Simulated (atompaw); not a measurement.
Pseudopotential generation for cerium: PAW (atompaw), PBE, scalar-relativistic.

- Element: Ce
- Generator: atompaw 4.2.0.5
- Type: PAW
- Functional: PBE
- Relativity: scalar-relativistic
- Frozen core: [Kr] 4d10 5s2
- Valence charge: 10
- Reference configuration: 4f1 5p6 5d1 6s1.75 6p0.25
- Partial waves: 6s (bound): rc 2.44 bohr; 6s channel at 3.15 Ry: rc 2.44 bohr; 5p (bound): rc 1.66 bohr; 6p (bound): rc 2.44 bohr; 5d (bound): rc 2.44 bohr; 5d channel at 4.25 Ry: rc 2.44 bohr; 4f (bound): rc 0.90 bohr; 4f channel at 0.2 Ry: rc 0.90 bohr
- Local potential: troulliermartins scheme with l = 4 at 0.5 Ry, radius 1.86 bohr
- Core correction: smooth core density matched at 1.70 bohr
- Augmentation charge: besselshape compensation charge, radius 1.74 bohr; PAW radius 2.44 bohr; waves and projectors: custom polynom2 7 10 vanderbiltortho

All-electron outer shells of the reference configuration (PBE, scalar-relativistic, ld1.x):

```json
{"shell": "4d", "level (eV)": "-110.78", "outermost node (bohr)": "0.31", "outermost maximum (bohr)": "0.66"}
{"shell": "5s", "level (eV)": "-40.88", "outermost node (bohr)": "0.75", "outermost maximum (bohr)": "1.37"}
{"shell": "5p", "level (eV)": "-23.51", "outermost node (bohr)": "0.81", "outermost maximum (bohr)": "1.55"}
{"shell": "4f", "level (eV)": "-5.67", "outermost node (bohr)": "–", "outermost maximum (bohr)": "0.71"}
{"shell": "6s", "level (eV)": "-3.91", "outermost node (bohr)": "1.82", "outermost maximum (bohr)": "3.72"}
{"shell": "5d", "level (eV)": "-3.29", "outermost node (bohr)": "0.92", "outermost maximum (bohr)": "2.15"}
{"shell": "6p", "level (eV)": "-1.49", "outermost node (bohr)": "2.15", "outermost maximum (bohr)": "4.84"}
```

(1) What does a ghost test show?

(2) Is the overlap operator S = 1 + Σ q|β⟩⟨β| positive definite (Bessel basis up to 400 Ry)?

## Answers

(1) Ghost state, extra bound levels that the all-electron valence spectrum of the same l lacks: s at -54.0 eV (other channels not judged). A true bound ghost makes a file unfit for plane-wave use. The logarithmic derivative shows an extra or strongly shifted pseudo pole above the reference energy (s near 1.35 Ry, p near 1.88 Ry).

(2) Yes: its lowest eigenvalue is 0.31 (p channel).
